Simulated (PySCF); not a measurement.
# Electronic absorption of (S)-tert-butyl(4-chlorophenyl)(methyl)phosphine borane

Compound: (S)-tert-butyl(4-chlorophenyl)(methyl)phosphine borane, C11H19BClP.
Atom-mapped SMILES: `[BH3-:1][P@@+:2]([CH3:3])([c:4]1[cH:5][cH:6][c:7]([Cl:8])[cH:9][cH:10]1)[C:11]([CH3:12])([CH3:13])[CH3:14]` (hydrogens: H15, H16, H17 on B1; H18, H19, H20 on C3; H21 on C5; H22 on C6; H23 on C9; H24 on C10; H25, H26, H27 on C12; H28, H29, H30 on C13; H31, H32, H33 on C14)

Method used: PySCF 2.14.0, density-fitted response routines, TDDFT wB97X-D/def2-SVPD, vertical, gas phase, core orbitals frozen in the response. Geometry: PBE0-D3(BJ)/def2-SVP, one conformer, isolated molecule. Torsions of this conformer, `[BH3-:1][P@@+:2]([CH3:3])([c:4]1[cH:5][cH:6][c:7]([Cl:8])[cH:9][cH:10]1)[C:11]([CH3:12])([CH3:13])[CH3:14]`: B1–P2–C4–C5 -152°, B1–P2–C11–C12 179°.

Question: List the vertical singlet excitations with oscillator strengths and describe the spectrum.

Answer: 

```json
{"state": "S1", "E (eV)": "5.24", "E (hartree)": "0.1924", "f": "0.0032", "main configurations (H = HOMO, L = LUMO)": "H→L+1 (50%), H-1→L (21%), H-2→L (18%)"}
{"state": "S2", "E (eV)": "5.67", "E (hartree)": "0.2085", "f": "0.290", "main configurations (H = HOMO, L = LUMO)": "H→L (83%)"}
{"state": "S3", "E (eV)": "6.48", "E (hartree)": "0.2380", "f": "0.033", "main configurations (H = HOMO, L = LUMO)": "H-2→L (35%), H-4→L (25%), H-1→L (17%)"}
{"state": "S4", "E (eV)": "6.58", "E (hartree)": "0.2419", "f": "0.211", "main configurations (H = HOMO, L = LUMO)": "H→L+1 (42%), H-1→L (34%), H-2→L (20%)"}
{"state": "S5", "E (eV)": "6.80", "E (hartree)": "0.2501", "f": "0.173", "main configurations (H = HOMO, L = LUMO)": "H-4→L (43%), H-1→L (13%), H-3→L (10%)"}
{"state": "S6", "E (eV)": "6.82", "E (hartree)": "0.2508", "f": "0.710", "main configurations (H = HOMO, L = LUMO)": "H-2→L+1 (33%), H-1→L+1 (31%), H-1→L (11%)"}
{"state": "S7", "E (eV)": "6.88", "E (hartree)": "0.2527", "f": "0.0072", "main configurations (H = HOMO, L = LUMO)": "H→L+3 (50%), H→L+2 (24%)"}
{"state": "S8", "E (eV)": "6.94", "E (hartree)": "0.2550", "f": "0.016", "main configurations (H = HOMO, L = LUMO)": "H-3→L (65%), H-4→L (11%), H-5→L (11%)"}
{"state": "S9", "E (eV)": "7.08", "E (hartree)": "0.2601", "f": "0.021", "main configurations (H = HOMO, L = LUMO)": "H-2→L+1 (35%), H-4→L+1 (29%), H-1→L+1 (18%)"}
{"state": "S10", "E (eV)": "7.20", "E (hartree)": "0.2648", "f": "0.0008", "main configurations (H = HOMO, L = LUMO)": "H-5→L (67%), H-6→L (11%), H-3→L (11%)"}
```

Triplets, Tamm–Dancoff:

```json
{"state": "T1", "E (eV)": "3.96", "λ (nm)": "312.7", "main configurations (H = HOMO, L = LUMO)": "H→L (66%), H-1→L+1 (10%), H-2→L+1 (8%)"}
{"state": "T2", "E (eV)": "4.67", "λ (nm)": "265.4", "main configurations (H = HOMO, L = LUMO)": "H→L+1 (52%), H-2→L (20%), H-1→L (18%)"}
{"state": "T3", "E (eV)": "4.71", "λ (nm)": "263.0", "main configurations (H = HOMO, L = LUMO)": "H-1→L+1 (34%), H-2→L+1 (33%), H→L (20%)"}
{"state": "T4", "E (eV)": "5.02", "λ (nm)": "247.2", "main configurations (H = HOMO, L = LUMO)": "H→L+1 (37%), H-1→L (25%), H-2→L (25%)"}
```

The lowest singlet comes at 237 nm (505 kJ/mol) in the ultraviolet; it is very weak; its leading configuration is HOMO→LUMO+1 (50%). The most intense listed level is S6 at 6.82 eV (182 nm, f = 0.710), 1.59 eV above S1. Löwdin shares by element: HOMO carbon 40% or more, chlorine 19% (atoms not listed hold the other 41%); LUMO carbon 62% or more (atoms not listed hold the other 38%). Weighted by f, the mean energy of these states is 6.55 eV. Of the 10 states listed, 7 reach f = 0.01 and none stays under 0.0005. The oscillator strengths of these states sum to 1.465; summed over the whole spectrum of an exact calculation they would give the number of electrons, 122 (Thomas–Reiche–Kuhn). Singlets were solved by full linear response, triplets in the Tamm–Dancoff approximation.
